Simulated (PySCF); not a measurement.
## Dipole polarisabilities along group 6

Calculated with PySCF 2.14 for the ground configurations, without spin-orbit coupling: coupled response for Hartree-Fock and DFT. Mean α in bohr³, C₆ of like pairs in atomic units.

```tsv
species	α UHF	α PBE	α PBE0	α recommended (Schwerdtfeger and Nagle)	C₆ UHF	C₆ PBE	C₆ PBE0
Cr [Ar] 3d5 4s1 (def2-QZVPPD, non-relativistic)	111.7	68.87	75.19	83 ± 12	1002	518.4	590.7
Mo [Kr] 4d5 5s1 (def2-QZVPPD with the def2 core potential (28 electrons), ECP)	105.2	69.26	74.30	87 ± 6	1130	677.0	738.9
W [Xe] 4f14 5d4 6s2 (def2-QZVPPD with the def2 core potential (60 electrons), ECP)	100.3	70.64	73.90	68 ± 15	1233	849.7	898.2
```

Hartree-Fock lacks correlation. All values carry a basis error, and heavy open shells lack spin-orbit coupling.
